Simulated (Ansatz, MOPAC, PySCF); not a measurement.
A homologous series of growing length: carbosilane H/H. Gas-phase values, no solvent. One relaxed conformer stands for each flexible species; it need not be the lowest. Strings in code marks are SMILES.

Quantity: vertical ionisation energy (energy after one electron is removed minus that of the parent at the parent's geometry), in eV.

Level 1: frozen-core CCSD(T)/cc-pVDZ // B3LYP-D3(BJ)/def2-SVP (Ansatz, a first-principles code)
Level 2: PBE-D3(BJ)/def2-TZVP // B3LYP-D3(BJ)/def2-SVP (PySCF)
Level 3: minus the HOMO energy of AM1 // B3LYP-D3(BJ)/def2-SVP (MOPAC)
Level 4: minus the HOMO energy of PBE-D3(BJ)/def2-TZVP // B3LYP-D3(BJ)/def2-SVP (PySCF)

```tsv
species	level 2	level 3	level 4
`C[SiH2]C[SiH3]` (C–Si–C–Si torsion 180°)	9.99	10.99	7.25
```

Question: What does level 1 give for each?

Answer: 
- `C[SiH2]C[SiH3]` (C–Si–C–Si torsion 180°): 10.46
